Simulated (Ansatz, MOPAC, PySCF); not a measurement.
Dimer: ethylamine (SMILES CCN) (first 10 atoms) with HF (SMILES F); geometry from B3LYP-D3(BJ)/def2-TZVP, rigid monomers moved along the line of their centres of mass till N3···H12 is 2.86 Å.
(charge 0, multiplicity 1):
```xyz
12

C      1.249     0.491     0.016
C     -0.258     0.310    -0.059
N     -0.691    -0.779     0.839
H      1.566     1.318    -0.619
H      1.559     0.697     1.041
H      1.768    -0.409    -0.325
H     -0.568     0.129    -1.094
H     -0.759     1.220     0.277
H     -1.694    -0.916     0.789
H     -0.254    -1.656     0.572
F     -0.019    -0.053     4.513
H     -0.304    -0.382     3.642
```

Interaction energies are E(AB) − E(A) − E(B) at the monomers' geometry in the complex; basis-set methods are counterpoise corrected. Rows marked so take none.

Correlated levels freeze the cores. Rows in 3-21G, 6-31G*, STO-3G carry no dispersion term and start afresh at each structure (6-31G* with six Cartesian d functions). MP2/6-31G* freezes PySCF's default core. The state that AM1, PM7 reach isn't checked; PM7 holds dispersion and hydrogen-bond terms.

Codes used: Ansatz (Gaussian orbitals); MOPAC for AM1, PM7 (differences of heats of formation); PySCF for 3-21G rows, 6-31G* rows, STO-3G rows, the dispersion terms. Each number belongs to the level named beside it.

Other levels give for the interaction energy: PBE/def2-TZVPPD -227.7; B3LYP/def2-TZVPPD -211.4; B3LYP-D3(BJ)/def2-TZVPPD -232.7; wB97M-V/def2-TZVPPD -225.5; CCSD(T)/aug-cc-pVDZ -218.8 meV.

What do these common cheap choices give for the same quantity: AM1, PM7, HF/STO-3G (no counterpoise), HF/3-21G (no counterpoise), BP86/6-31G* (no counterpoise), B3LYP/6-31G*, M06-2X/6-31G* (no counterpoise), MP2/6-31G* (no counterpoise)?

AM1 -102.1; PM7 -151.7; HF/STO-3G (no counterpoise) -101.1; HF/3-21G (no counterpoise) -282.3; BP86/6-31G* (no counterpoise) -252.1; B3LYP/6-31G* -223.8; M06-2X/6-31G* (no counterpoise) -261.9; MP2/6-31G* (no counterpoise) -278.0 meV. They span -282.3 to -101.1 meV.

Ansatz is a quantum-chemistry and plane-wave program.
